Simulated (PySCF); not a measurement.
SiOBr, SMILES O=[Si]Br, multiplicity 2. Atoms are numbered in the order given.

```xyz
3

Si     0.4667     1.1682     0.0000
O     -0.5323     2.3259     0.0000
Br    -0.0650    -0.9989     0.0000
```
Charge 0, spin multiplicity 2.

Coordinates come from a TPSSh-D3(BJ)/def2-TZVP optimisation.

These are TDA-PBE/def2-SVPD (PySCF) values and carry that method's errors.

Vertical excitations. Isolated molecule, no solvent.

Computed excitation energies, oscillator strengths and character:
| state | energy (eV) | λ (nm) | f | main pairs |
|---|---|---|---|---|
| root 1 | 2.34 | 530 | 0.002 | β HOMO→LUMO 98 % |
| root 2 | 2.57 | 483 | 0.000 | β HOMO−1→LUMO 99 % |
| root 3 | 3.24 | 382 | 0.000 | α HOMO→LUMO 40 %, β HOMO−3→LUMO 58 % |
| root 4 | 3.33 | 372 | 0.012 | β HOMO−2→LUMO 97 % |
| root 5 | 3.54 | 350 | 0.020 | α HOMO→LUMO 58 %, β HOMO−3→LUMO 40 % |
| root 6 | 4.10 | 302 | 0.016 | α HOMO−2→LUMO 25 %, β HOMO−4→LUMO 71 % |
| root 7 | 4.53 | 274 | 0.000 | α HOMO−1→LUMO 89 %, β HOMO→LUMO+1 9 % |
| root 8 | 4.63 | 268 | 0.010 | α HOMO−2→LUMO 34 %, β HOMO−1→LUMO+1 44 %, β HOMO−4→LUMO 15 % |
| root 9 | 5.01 | 247 | 0.001 | α HOMO−1→LUMO 10 %, β HOMO→LUMO+1 87 % |
| root 10 | 5.28 | 235 | 0.002 | α HOMO−3→LUMO 58 %, α HOMO−2→LUMO 10 %, α HOMO→LUMO+1 9 %, β HOMO−3→LUMO+1 20 % |
Unrestricted roots are not spin-pure.
